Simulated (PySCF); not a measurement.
## Working out the ionisation energy of Zn

Zn [Ar] 3d10 4s2 (1S) → Zn⁺ [Ar] 3d10 4s1 (2S). Calculation: PySCF 2.14, in 6-31G* (5s4p2d1f, 34 functions); no relativity, point nucleus. Frozen: [Ar]. Energies in hartree (1 hartree = 27.21139 eV):

```csv
part,Zn (lower),Zn⁺ (upper)
UHF,-1777.481098,-1777.209131
CCSD correlation,-0.233468,-0.195072
(T),-0.006892,-0.005489
```

**Question.** What does Hartree-Fock give?

**Answer.** (-1777.209131) − (-1777.481098) = 0.271967 hartree = 7.401 eV.

**Question.** What do CCSD and CCSD(T) give?

**Answer.** The CCSD correlation energies differ by 0.038396 hartree = 1.045 eV and the triples by 0.001403 hartree = 0.038 eV, so CCSD gives 8.446 eV and CCSD(T) 8.484 eV.

Measured between the centres of the two terms (NIST): 9.394 eV, so CCSD(T) (valence) is off by -0.910 eV.

The calculation is non-relativistic.

What remains against the reference includes basis incompleteness, the frozen core and higher excitations.
